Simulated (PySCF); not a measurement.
Molecule: SMILES C[SiH2]C (C2H8Si). Atoms near the plane z = 0.8 Å, at the PBE0/def2-SVP optimised geometry (x, y, z in Å): Si1 (-0.9, -0.2, 0.0), C2 (1.0, -0.2, 0.0), H4 (-1.4, 1.2, 0.0), H5 (-1.4, -0.8, 1.3), H6 (1.4, -1.2, 0.0), H7 (1.4, 0.3, 0.9).

Calculation: PBE0/def2-TZVP (PySCF). The values are rescaled to run from 0 to 1.

```
|...........................|
|...........................|
|...........................|
|...........................|
|...........................|
|...........................|
|...........................|
|...........................|
|.................  ........|
|............         ......|
|...........     ...   .....|
|..........    ...-=:  .....|
|.........     ..:*@=. .....|
|..........   ...:+*-.......|
|.......:--.  ....::........|
|......:-++-. ..   .........|
|......:=++-.  .   .. ......|
|.......:--:.     ... ......|
|........:...         ......|
|............         ......|
|.................. ........|
|...........................|
|...........................|
|...........................|
|...........................|
|...........................|
|...........................|
```
Scale: ten equal steps from 0.000 (start of ' ') to 1.00 (end of '@'), in the order ' .:-=+*#%@'; x runs from -3.50 to 3.50, y from -3.50 (bottom) to 3.50 (top).

### Question
Which quantity is mapped?
A) Laplacian of the electron density
B) electrostatic potential
C) log10 of the electron density
D) deformation density (molecule minus spherical neutral atoms)

### Answer
D, deformation density (molecule minus spherical neutral atoms). In full: deformation density (molecule minus spherical neutral atoms) (e/bohr³).
